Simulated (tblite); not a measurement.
Species: C₄H₁₁O₃Si (doublet state).
Numbering: `[CH2:1][O:2][Si@@H:3]([CH2:4][O:5][CH3:6])[O:7][CH3:8]` (hydrogens: H9, H10 on C1; H11 on Si3; H12, H13 on C4; H14, H15, H16 on C6; H17, H18, H19 on C8)

Structure optimised with GFN2-xTB, isolated species. This method treats the open shell by occupation alone, without spin polarisation.

Q: List the bond lengths, angles and torsions at this level.

A: 
| bond | length (Å) |
| --- | --- |
| C1–O2 | 1.334 |
| O2–Si3 | 1.624 |
| Si3–C4 | 1.917 |
| C4–O5 | 1.419 |
| O5–C6 | 1.403 |
| Si3–O7 | 1.611 |
| O7–C8 | 1.399 |
| C1–H9 | 1.073 |
| C1–H10 | 1.072 |
| Si3–H11 | 1.465 |
| C4–H12 | 1.101 |
| C4–H13 | 1.100 |
| C6–H14, C6–H15 | 1.098 |
| C6–H16 | 1.089 |
| C8–H17, C8–H18, C8–H19 | 1.091 |

Bonds in one row agree within 0.01 Å and their mean is given. A selection of angles:
| angle | degrees |
| --- | --- |
| C1–O2–Si3 | 133.9 |
| O2–Si3–C4 | 112.8 |
| O2–Si3–O7 | 98.7 |
| C4–Si3–O7 | 112.3 |
| Si3–C4–O5 | 107.1 |
| C4–O5–C6 | 113.0 |
| Si3–O7–C8 | 127.5 |

Torsions: C1–O2–Si3–C4 67° (synclinal); O2–Si3–C4–O5 166° (antiperiplanar); Si3–C4–O5–C6 -178° (antiperiplanar); O2–Si3–O7–C8 -168° (antiperiplanar).

C1 (carbon bonded to O and 2 H) is almost planar (angles 122.1°, 120.3° and 116.3°, sum 358.7°, 0.08 Å off the plane of its three neighbours). The C–O distances run from 1.334 Å (C1–O2, drawn single) to 1.419 Å (C4–O5, drawn single), a spread of 0.085 Å. Si3 (silicon bonded to C, 2 O and H) is distorted tetrahedral (angles from 98.7° to 112.8°). Of the pairs four or more bonds apart, O5···C8 is among the closest relative to their van der Waals radii: 3.17 Å, 98 % of the sum of Bondi's values. O7 (oxygen bonded to C and Si) is bent (angle 127.5°).

Point group: C1 (no symmetry element, even within 0.4 Å). GFN2-xTB frequencies show an imaginary mode (87i cm⁻¹), so the point is no minimum at that level. Torsions: H–C1–O2–Si3 7° and 174°, C1–O2–Si3–C4 67°, O2–Si3–C4–O5 166°, Si3–C4–O5–C6 -178°, O2–Si3–O7–C8 -168°.

One conformer stands for the species.

All values are computed, not measured.
